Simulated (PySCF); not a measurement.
Static response to an electric field

C₄H₈SSi₂.
Numbering: `[CH2:1]=[CH:2][S:3][SiH2:4][C:5]#[C:6][SiH3:7]` (hydrogens: H8, H9 on C1; H10 on C2; H11, H12 on Si4; H13, H14, H15 on Si7)

Cartesian coordinates in Å at the GFN2-xTB level; atoms count from 1:
```
atom  x, y, z in Å
C1    -2.1446    0.5297   -0.7858
C2    -2.5111   -0.7366   -0.6898
S3    -1.9466   -1.9405    0.4480
Si4   -0.6282   -0.8945    1.8153
C5     0.8136   -0.2300    0.8731
C6     1.7279    0.1976    0.2022
Si7    3.1299    0.8485   -0.8190
H8    -1.4089    0.9776   -0.1401
H9    -2.5762    1.1641   -1.5408
H10   -3.2414   -1.1685   -1.3578
H11   -0.2414   -1.9588    2.7288
H12   -1.3826    0.1909    2.4371
H13    2.6327    1.0796   -2.1768
H14    4.1977   -0.1532   -0.8109
H15    3.5749    2.1021   -0.2053
```

Level: CAM-B3LYP/def2-SVPD (PySCF), static field, nuclei fixed, core orbitals frozen in the response. The polarisability tensor in these axes (au):

```
x   136.55  17.23  -5.87
y    17.23 114.43 -14.62
z    -5.87 -14.62 113.53
```

Question: What are the eigenvalues, a third of the trace, and Δα (Δα² = ½Σ(αi − αj)² over the three pairs)?

Answer: Principal values 97.37, 116.89 and 150.25 au; mean 121.51 au = 18.01 Å³ = 20.03 × 10⁻⁴⁰ C²·m²/J; Δα = 46.32 au (38 % of the mean).

Question: What is the dipole moment, and where does it point?

Answer: (0.80, 1.25, -0.19) D, 1.50 D in size, pointing from the negative to the positive side. Measured along this direction, the outermost atoms are S3 at the negative end and H15 at the positive end.

Question: Sum over states: ᾱ = Σ f/ω², ω in Eh. What share falls to these 8 lowest TDDFT singlets (eV, f)? 5.09, 0.0115; 5.55, 0.0035; 5.62, 0.0275; 5.79, 0.0420; 5.86, 0.0601; 5.86, 0.0291; 6.15, 0.0079; 6.35, 0.0047.

Answer: They add up to 4.15 au, 3.4 % of the 121.51 au; the largest single term is 1.30 au, from the state at 5.86 eV. Terms in order: 0.33, 0.08, 0.64, 0.93, 1.30, 0.63, 0.16, 0.09 au. Higher excitations give the rest. The strengths listed sum to 0.186.

Question: How large is μ²/3kT at 350 K beside α?

Answer: In Gaussian units μ²/3kT = 15.44 Å³ against 18.01 Å³, a ratio of 0.86; the Debye molar polarisation (4π/3)N_A(α + μ²/3kT) is 84.4 cm³/mol, leaving out the vibrational part.

Question: Give the eigenvalues of the traceless quadrupole moment Θ = ½Σq(3rr − r²1), origin at the centre of nuclear charge.

Answer: -5.27, 1.18, 4.09 D·Å. The values depend on the origin, since the dipole doesn't vanish. The electronic extent ⟨r²⟩ about the same centre is 2021 bohr², a root-mean-square distance of 2.73 Å for the 76 electrons.

One conformer (not necessarily the lowest) at the GFN2-xTB geometry, without solvent, vibrations or thermal averaging.

These values come from a run that also computed excited states. Hardware: an Intel Xeon at 2.50 GHz with one thread, shared host with 64 logical CPUs at a one-minute load of 63. Cost: 1.7 min, 1.0 GiB resident at most.
